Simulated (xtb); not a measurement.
CH2Li2, SMILES [Li][CH2][Li]. All values are semi-empirical tight-binding results from xtb (GFN2-xTB unless named), good for trends rather than for accurate numbers. Coordinates come from a GFN2-xTB optimisation.

Optimised geometry:

Bonds (Å): C1–H2 1.096, C1–H3 1.096, C1–Li4 1.894, C1–Li5 1.894, Li4–Li5 2.923. Bond angles (°): H2–C1–H3 107.5, H2–C1–Li4 112.1, H2–C1–Li5 112.1, H3–C1–Li4 112.1, H3–C1–Li5 112.1, Li4–C1–Li5 101.0, C1–Li4–Li5 39.5, C1–Li5–Li4 39.5.

For metal compounds this method's bond lengths and energies can be far off.

The point group as xtb finds it is C2v and the orbital gap is 1.84 eV. The zero-point energy is 13.0 kcal/mol and the G − E(el) at 298.15 K (modified RRHO) comes out as -2.4 kcal/mol.

Computed IR lines (harmonic; lines under 4 % of the strongest left out, lines within 3 cm⁻¹ merged):
ν (cm⁻¹): 131 (w), 265 (vs), 566 (m), 579 (w), 1380 (m), 2830 (m), 2839 (m) (against the strongest line: vs over 80 %, s over 45 %, m over 15 %, w over 4 %, vw less)

### Question
Give the atomic charges and the Wiberg bond orders between heavy atoms. (An estimate is asked for; the answer gives what the named calculation found.)

### Answer
charges (e) C1 -0.44, H2 -0.02, H3 -0.02, Li4 0.24, Li5 0.24. Bond orders C1–Li4 0.97, C1–Li5 0.97.
